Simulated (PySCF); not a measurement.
**MSi cations for M along group 13**

CCSD(T) with double-zeta basis sets in PySCF, for the lowest determinant that a PBE0 search found; no spin–orbit coupling. De refers to high-spin ground-configuration atoms (the charge goes to the atom of lower measured ionisation energy or higher electron affinity, which is not always the lowest computed limit).

| M | basis | reference, frozen orbitals | charged atom | state (unpaired electrons) | Re (Å) | ωe (cm⁻¹) | De (eV) |
| --- | --- | --- | --- | --- | --- | --- | --- |
| B | 6-31G(d,p) | UHF, 6 | Si+ | triplet (σ ↑, π ↑) | 2.120 | 515 | 2.34 |
| Al | def2-SVP | ROHF, 10 | Al+ | triplet (σ ↑, π ↑) | 2.824 | 189 | 0.71 |
| In | x2c-SVPall | UHF, 23 | In+ | triplet (σ ↑, π ↑) | 3.190 | 111 | 0.55 |
| Tl | def2-SVP | UHF, 9 | Tl+ | triplet (σ ↑, π ↑) | 3.294 | 106 | n/a |

The shortest bond is that of SiB⁺ (2.120 Å), the longest that of TlSi⁺ (3.294 Å).

The rows differ in basis set, which adds steps of its own.

Down a group the atoms grow and get heavier, so bonds lengthen and wavenumbers fall; this series shows no clear exception.

Correlated steps freeze the inner cores (6 to 23 orbitals); shallow outer-core shells are correlated. UHF and ROHF references stand side by side, which adds small steps between rows. Correlated levels converge slowly with the basis: in double zeta they bind strong bonds too weakly, by up to about 1 eV, and carry superposition errors of some tenths. Spin–orbit coupling is left out, which matters for elements this heavy, above all for dissociation energies. For an ion De counts to the pair picked by the measured ionisation energies or electron affinities, which need not be the lowest pair at this level. States were picked by a PBE0 search and need not be the measured ground states.
